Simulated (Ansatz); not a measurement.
Consider the redistribution: `C=C[SiH2]N[SiH2]O` + `O=C([SiH3])S` → `C=C[SiH2]C(=O)S` + `O[SiH2]N[SiH3]`.

Calculated with Ansatz (gas phase, PBE0-D4/def2-TZVP geometries, no zero-point term in ΔE). CCSD(T)/CBS adds triple-zeta CCSD(T) − MP2 to the extrapolated MP2 energy (def2 sets, frozen cores). DFT in def2-TZVPP. B3LYP here is the variant with VWN-RPA as its local correlation; programs differ in this. Each species was taken in one conformer, which may not be the lowest.

`C=C[SiH2]N[SiH2]O`:

Cartesian coordinates in Å:
```
C -1.307 1.381 1.520
C -1.454 0.838 0.313
Si -0.999 -0.931 -0.058
N 0.331 -1.042 -1.158
Si 1.952 -0.545 -0.853
O 1.937 0.590 0.335
H -1.572 2.413 1.734
H -0.914 0.806 2.355
H -1.853 1.465 -0.486
H -0.671 -1.564 1.247
H -2.148 -1.626 -0.698
H 0.115 -1.360 -2.091
H 2.826 -1.616 -0.318
H 2.516 -0.057 -2.142
H 1.241 1.250 0.299
```

`O=C([SiH3])S`:

```xyz
8

O     0.871   -1.535   -0.453
C     0.547   -0.497    0.058
Si   -1.047    0.439   -0.488
S     1.482    0.291    1.359
H    -1.203    1.683    0.306
H    -0.899    0.748   -1.929
H    -2.190   -0.478   -0.262
H     2.441   -0.653    1.408
```

`C=C[SiH2]C(=O)S`:

Z-matrix (Å, degrees):
```
Si
C 1 1.851
C 1 1.929 2 107.9
H 1 1.486 2 110.5 3 -120.2
H 1 1.485 2 112.6 3 115.4
C 2 1.330 1 122.6 3 121.3
H 2 1.088 1 118.5 3 -57.9
O 3 1.202 1 121.1 2 55.0
S 3 1.786 1 115.7 2 -124.8
H 6 1.086 2 122.0 1 -179.5
H 6 1.086 2 121.9 1 0.5
H 9 1.347 3 95.3 1 -179.5
```

`O[SiH2]N[SiH3]`:

Cartesian coordinates in Å:
```
O -2.219 0.036 0.484
Si -0.969 0.985 -0.010
N 0.381 0.116 -0.629
Si 1.485 -0.881 0.252
H -2.625 -0.541 -0.164
H -0.596 1.718 1.219
H -1.393 1.897 -1.106
H 0.516 0.174 -1.628
H 1.332 -2.326 -0.072
H 1.195 -0.673 1.693
H 2.895 -0.506 -0.041
```

| level | ΔE (kJ/mol) | difference from CCSD(T)/CBS |
| --- | --- | --- |
| PBE-D4 | 0.6 | 0.4 |
| r2SCAN-D4 | 1.0 | 0.8 |
| PBE0-D4 | 1.0 | 0.8 |
| B3LYP-D4 | 0.9 | 0.7 |
| ωB97X-V | 0.5 | 0.3 |
| ωB97M-V | 1.2 | 1.0 |
| B2PLYP | -2.4 | -2.6 |
| PBE | -2.5 | -2.7 |
| r2SCAN | 0.1 | -0.1 |
| PBE0 | -1.8 | -2.0 |
| B3LYP | -4.0 | -4.2 |
| HF/def2-TZVPP | -5.2 | -5.4 |
| MP2/def2-TZVPP | -0.1 | -0.3 |
| SCS-MP2/def2-TZVPP | -1.3 | -1.5 |
| CCSD/def2-TZVPP | -0.8 | -1.0 |
| CCSD(T)/def2-TZVPP | -0.1 | -0.3 |
| HF/def2-QZVPP | -5.3 | -5.5 |
| MP2/def2-QZVPP | 0.1 | -0.1 |
| SCS-MP2/def2-QZVPP | -1.2 | -1.4 |
| HF/CBS(def2) | -5.3 | -5.5 |
| MP2/CBS(def2) | 0.3 | 0.1 |
| CCSD/CBS(def2) | -0.5 | -0.7 |
| CCSD(T)/CBS | 0.2 | 0 |

Largest T1 diagnostic among the species: 0.017.

The D4 term adds +4.9 kJ/mol with B3LYP and +2.8 kJ/mol with PBE0; it sums over pairs of atoms, weighted by their polarisabilities, and B3LYP, whose exchange is more repulsive, gets the larger term. In def2-TZVPP, CCSD(T) changes the Hartree–Fock value by +5.0 kJ/mol (the triples alone add +0.7 kJ/mol) and MP2 by +5.1 kJ/mol.
